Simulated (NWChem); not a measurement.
Species: AlH2 cation; SMILES [AlH2+]

Results from NWChem. The geometry was optimised at PBE0-D3(BJ)/def2-TZVP.

For level CAM-B3LYP/def2-TZVP:

```
Item                          Value
---------------------------  ------
highest occupied level (eV)  -17.59
orbital gap (eV)              10.39
```

How do the values read with level PBE/def2-TZVP instead?


- highest occupied level (eV) = -14.91
- orbital gap (eV) = 5.91
